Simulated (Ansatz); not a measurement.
Li₆Te₂, relaxed as a singlet with RKS PBE0-D4/def2-SVP in Ansatz, starting from the GFN1-xTB geometry. Force threshold 0.02 eV/Å.

In the def2 sets Te takes a core potential; there is no spin–orbit coupling. The restricted singlet is unstable towards broken spin symmetry in Hartree–Fock (as tested in another run); at PBE0-D4/def2-SVP this wasn't settled. Another isomer (singlet) lies 1.20 eV lower at PBE0-D4/def2-TZVP; other spin states weren't run for this one.

Start:

```tsv
atom	x (Å)	y (Å)	z (Å)
Li1	4.720	-1.664	-0.050
Li2	0.864	-1.111	0.847
Li3	-2.979	0.838	1.463
Li4	1.108	-0.472	-1.445
Li5	-3.316	1.434	-0.747
Li6	-2.055	2.801	0.642
Te7	2.534	-2.359	-0.578
Te8	-0.875	0.531	-0.132
```

| step | energy (eV) | largest force component (eV/Å) | SCF passes |
| --- | --- | --- | --- |
| 1 | -15816.4070 | 1.398 | 27 |
| 2 | -15817.0651 | 0.518 | 30 |
| 3 | -15817.1732 | 0.179 | 31 |
| 4 | -15817.1929 | 0.134 | 32 |
| 5 | -15817.2024 | 0.174 | 31 |
| 6 | -15817.2129 | 0.060 | 31 |
| 7 | -15817.2136 | 0.076 | 31 |
| 8 | -15817.2188 | 0.018 | 31 |
| 9 | -15817.2193 | 0.011 | 26 |
| 10 | -15817.2196 | 0.012 | 25 |
| 11 | -15817.2202 | 0.021 | 31 |
| 12 | -15817.2207 | 0.034 | 31 |
| 13 | -15817.2210 | 0.055 | 31 |
| 14 | -15817.2222 | 0.056 | 32 |
| 15 | -15817.2252 | 0.027 | 33 |
| 16 | -15817.2283 | 0.047 | 31 |
| 17 | -15817.2286 | 0.150 | 32 |
| 18 | -15817.2329 | 0.087 | 33 |
| 19 | -15817.2354 | 0.056 | 32 |
| 20 | -15817.2390 | 0.082 | 31 |
| 21 (rejected) | -15817.2296 | 0.186 | 32 |
| 22 | -15817.2413 | 0.030 | 31 |
| 23 | -15817.2440 | 0.014 | 31 |

Force components are those of the run's own axes.

End:

| atom | x (Å) | y (Å) | z (Å) |
| --- | --- | --- | --- |
| Li1 | 4.0000 | -1.2141 | 0.2719 |
| Li2 | 0.5140 | -1.9037 | 0.6018 |
| Li3 | -2.9645 | 1.2947 | 1.8494 |
| Li4 | 1.0611 | 0.0971 | -1.3106 |
| Li5 | -2.7454 | 0.4282 | -0.8776 |
| Li6 | -1.5936 | 2.9302 | -0.0612 |
| Te7 | 2.3166 | -2.1753 | -1.2477 |
| Te8 | -0.5883 | 0.5428 | 0.7741 |

By distances, no bond broke or formed. The bond that changes most is Li4–Te8, from 2.58 to 2.70 Å (atoms count from 1).

The force fell under the threshold at step 8, but the optimiser went on and released 0.025 eV more. No frequencies were taken in this run, so the end may be a saddle point.

Hardware: 4 threads of INTEL XEON PLATINUM 8581C on a shared host. Wall time 45 s.
